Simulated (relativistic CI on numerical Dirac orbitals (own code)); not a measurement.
## Energy levels of Tc XVIII

These numbers are calculated, not measured: Dirac-Coulomb-Breit CI, orbitals from a KLI potential per configuration, model QED, unscaled Slater integrals (own radial code, finite nucleus).

CI space (outside the closed core [Ne]): 3s²3p⁶3d⁸, 3s²3p⁵3d⁹, 3s²3p⁴3d¹⁰, 3s3p⁶3d⁹, 3p⁶3d¹⁰, 3s²3p⁶3d⁷4s, 3s²3p⁶3d⁷4p, 3s3p⁵3d¹⁰, 3s²3p⁶3d⁷4d, 3s²3p⁶3d⁶4s², 3s²3p⁶3d⁷4f, 3s²3p⁵3d⁸4s, 3s²3p⁶3d⁶4s4p, 3s²3p⁴3d⁹4s, 3s²3p⁶3d⁷5s, 3s²3p⁶3d⁶4p², 3s²3p⁵3d⁸4p, 3s²3p⁴3d⁹4p, 3s²3p⁶3d⁷5p, 3s²3p⁶3d⁶4s4d, 3s²3p⁶3d⁷5d, 3s²3p⁶3d⁶4p4d, 3s²3p⁴3d⁹4d, 3s3p⁵3d⁹4s, 3s²3p⁶3d⁷5f, 3s²3p⁵3d⁸4d, 3s²3p⁵3d⁷4s², 3s²3p⁶3d⁷5g, 3s3p⁶3d⁸4s, 3s²3p⁶3d⁷6s, 3s3p⁵3d⁹4p, 3s²3p⁶3d⁶4d², 3s²3p⁶3d⁷6p, 3s²3p⁵3d⁷4s4p, 3s²3p⁶3d⁷6d, 3s3p⁶3d⁸4p. Levels of other configurations are missing.

```tsv
No.	Configuration	Term	J	E (eV)	%	Landé g	Lifetime (s)	jj configuration (%)
41	3s²3p⁶3d⁷4s	³D	3	288.961	54	1.337	1.41e-11	3d3/2^2 3d5/2^5 4s (43)
42	3s²3p⁶3d⁷4s	³P	2	289.208	46	1.442	1.09e-09	3d3/2^2 3d5/2^5 4s (69)
43	3s²3p⁶3d⁷4s	³H	5	289.370	59	1.021	2.13e-08	3d3/2^3 3d5/2^4 4s (95)
44	3s²3p⁶3d⁷4s	³P	1	289.753	59	1.283	6.88e-10	3d3/2^2 3d5/2^5 4s (60)
45	3s²3p⁶3d⁷4s	¹D	2	290.124	34	1.154	4.31e-11	3d3/2^2 3d5/2^5 4s (49)
46	3s3p⁶3d⁹	³D	3	290.772	69	1.330	5.43e-12	3s 3d5/2^5 (69)
47	3s²3p⁶3d⁷4s	³P	1	291.246	51	1.390	8.01e-10	3d3/2^2 3d5/2^5 4s (83)
48	3s²3p⁶3d⁷4s	³P	0	291.796	99		5.95e-09	3d3/2^2 3d5/2^5 4s (99)
49	3s²3p⁶3d⁷4s	³H	4	292.127	74	0.855	2.25e-08	3d3/2^2 3d5/2^5 4s (92)
50	3s3p⁶3d⁹	³D	2	292.188	79	1.139	4.55e-12	3s 3d5/2^5 (59)
51	3s²3p⁶3d⁷4s	¹H	5	292.528	56	1.040	1.64e-08	3d3/2^2 3d5/2^5 4s (84)
52	3s3p⁶3d⁹	³D	1	293.995	83	0.581	4.84e-12	3s 3d3/2^3 3d5/2^6 (83)
53	3s²3p⁶3d⁷4s	³F	2	294.545	63	0.876	7.19e-10	3d3/2^3 3d5/2^4 4s (51)
54	3s²3p⁶3d⁷4s	³F	2	294.726	35	1.005	4.66e-10	3d3/2 3d5/2^6 4s (45)
55	3s²3p⁶3d⁷4s	³D	1	294.845	46	0.755	3.04e-11	3d3/2 3d5/2^6 4s (52)
56	3s²3p⁶3d⁷4s	³F	3	294.906	78	1.083	9.79e-10	3d3/2^3 3d5/2^4 4s (68)
57	3s²3p⁶3d⁷4s	³F	4	296.250	94	1.237	2.04e-08	3d3/2^2 3d5/2^5 4s (52)
58	3s²3p⁶3d⁷4s	¹F	3	297.225	79	1.006	3.95e-09	3d3/2^3 3d5/2^4 4s (52)
59	3s3p⁶3d⁹	¹D	2	297.779	78	1.016	5.41e-12	3s 3d3/2^3 3d5/2^6 (62)
60	3s²3p⁶3d⁷4s	³D	1	303.815	95	0.501	7.74e-11	3d3/2^3 3d5/2^4 4s (76)
61	3s²3p⁶3d⁷4s	³D	2	304.181	81	1.140	7.23e-11	3d3/2^3 3d5/2^4 4s (68)
62	3s²3p⁶3d⁷4s	³D	3	305.379	91	1.318	1.90e-10	3d3/2^2 3d5/2^5 4s (80)
63	3s²3p⁶3d⁷4s	¹D	2	306.440	80	1.010	1.42e-10	3d3/2^2 3d5/2^5 4s (70)
64	3s²3p⁶3d⁷4p	⁵D°	4	309.446	49	1.386	5.25e-11	3d5/2^3 4p1/2 (74)
65	3s²3p⁶3d⁷4p	⁵F°	5	310.172	41	1.287	8.44e-11	3d5/2^3 4p1/2 (70)
66	3s²3p⁶3d⁷4p	⁵F°	3	312.505	45	1.308	4.10e-11	3d3/2^3 3d5/2^4 4p1/2 (81)
67	3s²3p⁶3d⁷4p	⁵G°	4	313.356	45	1.200	3.52e-11	3d3/2^3 3d5/2^4 4p1/2 (83)
68	3s²3p⁶3d⁷4p	⁵F°	2	313.804	47	1.098	3.40e-11	3d3/2^2 3d5/2^5 4p1/2 (34)
69	3s²3p⁶3d⁷4p	⁵G°	3	314.361	44	1.074	3.29e-11	3d5/2^3 4p1/2 (37)
70	3s²3p⁶3d⁷4p	⁵F°	1	314.370	37	0.723	3.68e-11	3d5/2^3 4p1/2 (52)
71	3s²3p⁶3d⁷4p	⁵G°	2	315.101	34	0.771	2.57e-11	3d5/2^3 4p1/2 (56)
72	3s²3p⁶3d⁷4p	⁵F°	5	315.386	51	1.292	2.84e-11	3d5/2^3 4p3/2 (65)
73	3s²3p⁶3d⁷4p	⁵G°	6	315.522	91	1.317	6.61e-11	3d5/2^3 4p3/2 (75)
74	3s²3p⁶3d⁷4p	⁵D°	2	315.967	39	1.161	5.12e-11	3d3/2^3 3d5/2^4 4p1/2 (53)
75	3s²3p⁶3d⁷4p	⁵S°	2	316.210	57	1.783	9.72e-11	3d3/2^3 3d5/2^4 4p1/2 (43)
76	3s²3p⁶3d⁷4p	³F°	4	316.468	40	1.305	8.85e-12	3d5/2^3 4p3/2 (44)
77	3s²3p⁶3d⁷4p	⁵D°	1	316.469	29	1.057	2.74e-11	3d3/2^3 3d5/2^4 4p1/2 (54)
78	3s²3p⁶3d⁷4p	³D°	3	317.017	41	1.264	6.06e-12	3d3/2^3 3d5/2^4 4p1/2 (33)
79	3s²3p⁶3d⁷4p	⁵D°	0	317.181	73		1.07e-10	3d3/2^3 3d5/2^4 4p1/2 (53)
80	3s²3p⁶3d⁷4p	⁵F°	4	318.168	45	1.219	3.62e-11	3d3/2^3 3d5/2^4 4p3/2 (56)
81	3s²3p⁶3d⁷4p	³D°	3	318.500	36	1.263	5.08e-12	3d5/2^3 4p3/2 (44)
82	3s²3p⁶3d⁷4p	⁵D°	1	318.647	41	1.487	2.18e-11	3d3/2^3 3d5/2^4 4p1/2 (43)
83	3s²3p⁶3d⁷4p	³H°	5	318.797	27	1.072	5.42e-11	3d3/2^3 3d5/2^4 4p1/2 (54)
84	3s²3p⁶3d⁷4p	⁵G°	5	319.020	44	1.208	3.42e-11	3d3/2^3 3d5/2^4 4p3/2 (71)
85	3s²3p⁶3d⁷4p	³F°	4	319.461	59	1.170	2.44e-12	3d3/2^3 3d5/2^4 4p1/2 (44)
```

Energies count from the lowest computed level; ° marks odd parity; lifetimes are radiative, by E1, M1, E2, M2 decay to levels of this space only. Filled j subshells are mostly left out of the jj labels.

The mean weight of the leading LS term, summed over parents, in these 45 levels is 58 %, and that of the leading jj configuration (from the same eigenvectors) 62 %.

At this charge energies of transitions that change n are usually good to better than 1 %, and those within a shell (Δn = 0) to a few per cent. Terms inside the open d or f shell come out 10 to 20 % too wide with unscaled integrals.

LS names give the leading component of a level, which can be under half, so a name can repeat, a term be missing and a line seem to break the LS rules.
